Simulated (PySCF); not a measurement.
How the method moves the HOMO and LUMO of `C=C[Si@H](F)[SiH3]`

Species: C₂H₇FSi₂.
Geometry (PBE0-D3(BJ)/def2-SVP, Å), atoms numbered from 1 in this order:
```
atom  x, y, z in Å
C1    -1.631    0.467    0.999
C2    -1.520   -0.428    0.010
Si3    0.071   -0.765   -0.897
F4     0.447   -2.351   -0.745
Si5    1.849    0.499   -0.033
H6    -2.585    0.666    1.501
H7    -0.775    1.049    1.361
H8    -2.420   -0.978   -0.295
H9    -0.108   -0.523   -2.361
H10    1.960    0.322    1.448
H11    1.627    1.950   -0.324
H12    3.131    0.071   -0.671
```

Basis pcSseg-2 throughout (PySCF), one geometry. One conformer (not necessarily the lowest) at the PBE0-D3(BJ)/def2-SVP geometry, without solvent, vibrations or thermal averaging.

Task: How do the orbital energies, the gap and the dipole change with the method?

Result: 
```tsv
method	kind	HOMO (eV)	LUMO (eV)	gap (eV)	μ (D)	SCF cycles
BLYP	GGA	-6.88	-1.96	4.92	1.87	16
OPBE	GGA	-6.98	-2.00	4.98	1.88	16
B97-D	GGA	-6.98	-1.97	5.01	1.87	16
PBE	GGA	-7.00	-2.12	4.88	1.88	16
KT2	GGA	-7.07	-2.12	4.94	1.90	15
KT3	GGA	-7.09	-2.06	5.03	1.89	16
LDA	LDA	-7.09	-2.35	4.74	1.94	15
BP86	GGA	-7.10	-2.18	4.91	1.88	16
B97-2	global hybrid	-7.94	-1.17	6.77	1.96	13
B3LYP	global hybrid	-7.97	-1.35	6.62	1.95	13
PBE0	global hybrid	-8.17	-1.15	7.02	1.98	12
mPW1PW91	global hybrid	-8.20	-1.15	7.05	1.98	12
BHandHLYP	global hybrid	-9.22	-0.10	9.12	2.05	12
CAM-B3LYP	range-separated hybrid	-9.48	-0.03	9.45	1.99	12
wB97X-D	range-separated hybrid	-10.00	0.66	10.66	1.98	12
HF	Hartree–Fock	-10.72	2.36	13.08	2.13	11
LC-wPBE	range-separated hybrid	-10.80	1.10	11.90	1.99	13
```

The HOMO spans 3.92 eV, from BLYP down to LC-wPBE, and the gap runs from 4.74 eV (LDA) to 13.08 eV (HF). Over the methods BLYP (0 %), OPBE (0 %), B97-D (0 %), PBE (0 %), KT2 (0 %), KT3 (0 %), LDA (0 %), BP86 (0 %), B97-2 (21 %), B3LYP (20 %), PBE0 (25 %), mPW1PW91 (25 %), BHandHLYP (50 %), HF (100 %), a straight line through the gap against the share of exact exchange rises by 0.82 eV for each 10 % (correlation coefficient 0.999). The dipole ranges from 1.87 D (B97-D) to 2.13 D (HF). This basis has no diffuse functions.
